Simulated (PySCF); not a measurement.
These are PySCF with PBE-D3(BJ)/def2-TZVP // B3LYP-D3(BJ)/def2-TZVP values and carry that method's errors. Gas-phase values, no solvent. 

Reference species (SMILES): `Cl[Si](Cl)Cl` (neutral, multiplicity 2).

```yaml
dipole_moment: 0.49 D
```

Changed species: `Cl[Si](Br)Cl` (radical fragment; the reference has radical fragment).

Question: What does the change do to the dipole moment?

Answer: the dipole moment stays essentially unchanged.
